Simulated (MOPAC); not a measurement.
Input file for MOPAC: PM3 on C3H9Al (SMILES [CH3][Al]([CH3])[CH3]).

```
PM3 1SCF PRECISE CHARGE=0 THREADS=1
C3H9Al

C      0.00465871 1     0.65506392 1    -1.10180150 1
Al     0.15315316 1    -0.07140477 1     0.73564969 1
C      1.93289906 1    -0.09291338 1     1.57865918 1
C     -1.15786005 1    -1.44618792 1     1.29854486 1
H      0.46203798 1    -0.02607496 1    -1.82726899 1
H      0.52357125 1     1.61294718 1    -1.22390372 1
H     -1.03133044 1     0.79667961 1    -1.42949236 1
H      1.88038753 1    -0.25454227 1     2.65982725 1
H      2.48305907 1     0.83886942 1     1.41459742 1
H      2.55348150 1    -0.89853897 1     1.17156102 1
H     -1.22614783 1    -1.54824823 1     2.38786421 1
H     -0.86994613 1    -2.43432472 1     0.92419760 1
H     -2.16942039 1    -1.26098833 1     0.92022612 1
```

Program output:

```
*******************************************************************************
 **                                                                           **
 **                              MOPAC v23.2.5                                **
 **                                                                           **
 *******************************************************************************
 ** MOPAC's Digital Object Identifier: https://doi.org/10.5281/zenodo.6511958 **
 **                                                                           **
 ** Please cite the open-source release paper for use of this MOPAC version:  **
 ** J. E. Moussa and J. J. P. Stewart (2026)                                  **
 ** MOPAC: An open-source semiempirical molecular orbital program             **
 ** J. Open Source Softw., 11(119), 8025, https://doi.org/10.21105/joss.08025 **
 *******************************************************************************

                              PM3 CALCULATION RESULTS

 *******************************************************************************
 *  PM3        - The PM3 Hamiltonian to be used
 *
 *
 *
 *                 CHARGE ON SYSTEM = 0
 *
 *
 *
 *  PRECISE    - TIGHTER CRITERIA TO BE USED
 *  1SCF       - DO 1 SCF AND THEN STOP
 *  THREADS=1  - MULTI-THREADING NOT USED
 *  T=         - A TIME OF 172800.0 SECONDS REQUESTED
 *  DUMP=N     - RESTART FILE WRITTEN EVERY 7200.0 SECONDS REQUESTED
 *******************************************************************************
PM3 1SCF PRECISE CHARGE=0 THREADS=1
 C3H9Al

   ATOM   CHEMICAL          X               Y               Z
  NUMBER   SYMBOL      (ANGSTROMS)     (ANGSTROMS)     (ANGSTROMS)

     1       C          0.00465871  *   0.65506392  *  -1.10180150  *
     2      Al          0.15315316  *  -0.07140477  *   0.73564969  *
     3       C          1.93289906  *  -0.09291338  *   1.57865918  *
     4       C         -1.15786005  *  -1.44618792  *   1.29854486  *
     5       H          0.46203798  *  -0.02607496  *  -1.82726899  *
     6       H          0.52357125  *   1.61294718  *  -1.22390372  *
     7       H         -1.03133044  *   0.79667961  *  -1.42949236  *
     8       H          1.88038753  *  -0.25454227  *   2.65982725  *
     9       H          2.48305907  *   0.83886942  *   1.41459742  *
    10       H          2.55348150  *  -0.89853897  *   1.17156102  *
    11       H         -1.22614783  *  -1.54824823  *   2.38786421  *
    12       H         -0.86994613  *  -2.43432472  *   0.92419760  *
    13       H         -2.16942039  *  -1.26098833  *   0.92022612  *



          CARTESIAN COORDINATES

    NO.       ATOM           X           Y           Z

     1         C          0.0047      0.6551     -1.1018
     2        Al          0.1532     -0.0714      0.7356
     3         C          1.9329     -0.0929      1.5787
     4         C         -1.1579     -1.4462      1.2985
     5         H          0.4620     -0.0261     -1.8273
     6         H          0.5236      1.6129     -1.2239
     7         H         -1.0313      0.7967     -1.4295
     8         H          1.8804     -0.2545      2.6598
     9         H          2.4831      0.8389      1.4146
    10         H          2.5535     -0.8985      1.1716
    11         H         -1.2261     -1.5482      2.3879
    12         H         -0.8699     -2.4343      0.9242
    13         H         -2.1694     -1.2610      0.9202

  H: (PM3): J. J. P. STEWART, J. COMP. CHEM. 10, 209 (1989).
  C: (PM3): J. J. P. STEWART, J. COMP. CHEM. 10, 209 (1989).
 Al: (PM3): J. J. P. STEWART, J. COMP. CHEM. 10, 209 (1989).

           Empirical Formula: C3 H9 Al  =    13 atoms



      MOLECULAR POINT GROUP   :   C1


      RHF CALCULATION, NO. OF DOUBLY OCCUPIED LEVELS = 12


 -------------------------------------------------------------------------------
 PM3 1SCF PRECISE CHARGE=0 THREADS=1
 C3H9Al



     1SCF WAS SPECIFIED, SO BFGS WAS NOT USED
     SCF FIELD WAS ACHIEVED


                              PM3 CALCULATION
                                                       MOPAC v23.2.5 Linux




          FINAL HEAT OF FORMATION =          1.32160 KCAL/MOL =       5.52956 KJ/MOL


          COSMO AREA              =        131.90 SQUARE ANGSTROMS
          COSMO VOLUME            =        121.37 CUBIC ANGSTROMS

          IONIZATION POTENTIAL    =         10.134078 EV
          HOMO LUMO ENERGIES (EV) =        -10.134 -1.623
          NO. OF FILLED LEVELS    =         12
          MOLECULAR WEIGHT        =         72.0856         POINT GROUP:  C1

          MOLECULAR DIMENSIONS (Angstroms)

            Atom       Atom       Distance
            H     8    H     7     5.12891
            H     6    H    12     4.45760
            H    10    H    11     2.72800


          SCF CALCULATIONS        =          1





   ATOM   CHEMICAL          X               Y               Z
  NUMBER   SYMBOL      (ANGSTROMS)     (ANGSTROMS)     (ANGSTROMS)

     1       C          0.00465871  *   0.65506392  *  -1.10180150  *
     2      Al          0.15315316  *  -0.07140477  *   0.73564969  *
     3       C          1.93289906  *  -0.09291338  *   1.57865918  *
     4       C         -1.15786005  *  -1.44618792  *   1.29854486  *
     5       H          0.46203798  *  -0.02607496  *  -1.82726899  *
     6       H          0.52357125  *   1.61294718  *  -1.22390372  *
     7       H         -1.03133044  *   0.79667961  *  -1.42949236  *
     8       H          1.88038753  *  -0.25454227  *   2.65982725  *
     9       H          2.48305907  *   0.83886942  *   1.41459742  *
    10       H          2.55348150  *  -0.89853897  *   1.17156102  *
    11       H         -1.22614783  *  -1.54824823  *   2.38786421  *
    12       H         -0.86994613  *  -2.43432472  *   0.92419760  *
    13       H         -2.16942039  *  -1.26098833  *   0.92022612  *

                             CARTESIAN COORDINATES

   1    C        0.004658710     0.655063920    -1.101801500
   2   Al        0.153153160    -0.071404770     0.735649690
   3    C        1.932899060    -0.092913380     1.578659180
   4    C       -1.157860050    -1.446187920     1.298544860
   5    H        0.462037980    -0.026074960    -1.827268990
   6    H        0.523571250     1.612947180    -1.223903720
   7    H       -1.031330440     0.796679610    -1.429492360
   8    H        1.880387530    -0.254542270     2.659827250
   9    H        2.483059070     0.838869420     1.414597420
  10    H        2.553481500    -0.898538970     1.171561020
  11    H       -1.226147830    -1.548248230     2.387864210
  12    H       -0.869946130    -2.434324720     0.924197600
  13    H       -2.169420390    -1.260988330     0.920226120


           Empirical Formula: C3 H9 Al  =    13 atoms



      MOLECULAR POINT GROUP   :   C1


                  EIGENVALUES
 -28.56840 -27.88328 -27.87418 -13.71554 -13.51545 -13.50877 -12.96930 -12.94464
 -12.90005 -11.32900 -10.15012 -10.13408  -1.62286   1.13996   1.15407   2.78353
   4.71974   4.74018   4.74412   4.79980   4.84439   4.84457   4.87363   4.89343
   4.89932


              NET ATOMIC CHARGES AND DIPOLE CONTRIBUTIONS

  ATOM NO.   TYPE          CHARGE      No. of ELECS.   s-Pop       p-Pop
    1          C          -0.320738        4.3207     1.19467     3.12607
    2         Al           0.591066        2.4089     0.70016     1.70877
    3          C          -0.323758        4.3238     1.19314     3.13062
    4          C          -0.320750        4.3208     1.19466     3.12609
    5          H           0.048959        0.9510     0.95104
    6          H           0.037066        0.9629     0.96293
    7          H           0.037524        0.9625     0.96248
    8          H           0.037787        0.9622     0.96221
    9          H           0.037777        0.9622     0.96222
   10          H           0.051491        0.9485     0.94851
   11          H           0.037075        0.9629     0.96292
   12          H           0.048974        0.9510     0.95103
   13          H           0.037526        0.9625     0.96247
 DIPOLE           X         Y         Z       TOTAL
 POINT-CHG.    -0.169     0.393     0.263     0.502
 HYBRID         0.029    -0.030    -0.013     0.043
 SUM           -0.140     0.363     0.250     0.463


          ATOMIC ORBITAL ELECTRON POPULATIONS

     Atom    s        px        py        pz
    1  C   1.19467   1.01079   1.02064   1.09464
    2 Al   0.70016   0.69089   0.39185   0.62603
    3  C   1.19314   1.09436   1.00626   1.03000
    4  C   1.19466   1.05518   1.05321   1.01770
    5  H   0.95104
    6  H   0.96293
    7  H   0.96248
    8  H   0.96221
    9  H   0.96222
   10  H   0.94851
   11  H   0.96292
   12  H   0.95103
   13  H   0.96247

 **********************
 *                    *
 * JOB ENDED NORMALLY *
 *                    *
 **********************




 == MOPAC DONE ==
```

The run finished.

Cost: around 0.03 core-seconds (rough).
